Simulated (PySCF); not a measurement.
## Electron correlation in Cl³⁺ (chlorine, charge +3)

[Ne] 3s2 3p2, high-spin 3P determinant. Calculation: PySCF 2.14, in aug-cc-pV(5+d)Z (8s7p6d4f3g2h, 136 functions); the non-relativistic Hamiltonian (point nucleus). Frozen: [Ne]; 4 electrons correlated.

MP2 pair energies summed by pair of shells (mhartree):

```
 pair  energy  share (%)
3s-3p  -50.93       63.8
3s-3s  -20.87       26.1
3p-3p   -8.05       10.1
```

Total MP2 correlation energy: -79.85 mhartree.

Same-spin part -12.69 and opposite-spin part -67.16 mhartree; SCS-MP2 scales them by 1/3 and 6/5 to -84.82 mhartree.
